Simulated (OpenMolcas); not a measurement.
A calculation on Mo3+.

| Property | Result |
| --- | --- |
| Program | OpenMolcas |
| Method | CASSCF |
| Basis | ANO-RCC-VQZP [8s7p5d3f2g1h] |
| Scalar Hamiltonian | DKH2, point nucleus |
| Active space | 3 electrons in 5 orbitals (4d) |
| State averaging | 2S+1 = 4 even, 10 roots; 2S+1 = 2 even, 40 roots kept (CI in the orbitals of an earlier block) |
| Spin-orbit coupling | state interaction with AMFI integrals over the reference wave functions, term energies averaged over their components |

Problem. Which level of the active space comes out lowest?

Solution. 4d³ ⁴F_3/2, with 99 % of that term; it is also the measured ground level.

Problem. How high does 4d³ ²G_7/2 lie?

Solution. 1.7830 eV above the lowest level; measured 1.4358 eV above the ground level, so the calculation is off by +24 %.

Problem. How high does 4d³ ⁴P_1/2 lie?

Solution. 1.6392 eV above the lowest level; measured 1.2817 eV above the ground level, so the calculation is off by +28 %.

Problem. How high does 4d³ ²G_9/2 lie?

Solution. 1.8731 eV above the lowest level; measured 1.5263 eV above the ground level, so the calculation is off by +23 %.

Problem. The level at 2.2907 eV has J = 3/2. What is it made of, and what is its g factor?

Solution. 51 % 4d³ ²P_3/2, 41 % 4d³ ²D(1), 7 % 4d³ ⁴P; g = 1.139, against 1.334 from Landé's formula for the pure leading term.

Measured values: Sugar and Musgrove, J. Phys. Chem. Ref. Data 17, 155 (1988).

Without dynamic correlation excited terms often stand tens of per cent too high (terms of higher spin than the ground term too low), and those without a measured partner can miss by more than the paired ones. Terms from blocks run as CI alone lack orbitals of their own. Computed and measured levels are paired by configuration, term and J; levels that our copy of the source lacks, or whose pairing is in doubt (as where it misses far off the trend of its configuration), stay unpaired and out of the deviations. Only configurations of the active space appear.

A number in round brackets counts repeated terms of one configuration in the order of the reference energies.
